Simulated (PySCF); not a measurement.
Br3Ga.

```xyz
4

Ga     0.0000     0.0000     0.0000
Br     2.2823     0.0000     0.0000
Br    -1.1412    -1.9765     0.0000
Br    -1.1412     1.9765     0.0000
```

Geometry: B3LYP-D3(BJ)/def2-SVP. The isomer is the one that the SMILES or the coordinates give; other isomers of the formula were not compared.

Computed with PBE/pcSseg-1 (PySCF). Non-relativistic, no solvent.

**Question.** Give the absolute GIAO shielding of each atom: isotropic value and principal components (ppm). (The exact figures need the calculation; the answer reports its results.)

**Answer.** 
```csv
atom,σ(iso),σ11,σ22,σ33,span
Ga1,1253.5,1042.7,1358.9,1358.9,316.2
Br2,2124.7,1703.5,1928.6,2742.0,1038.5
Br3,2124.7,1703.5,1928.6,2742.0,1038.5
Br4,2124.7,1703.5,1928.6,2742.0,1038.5
```
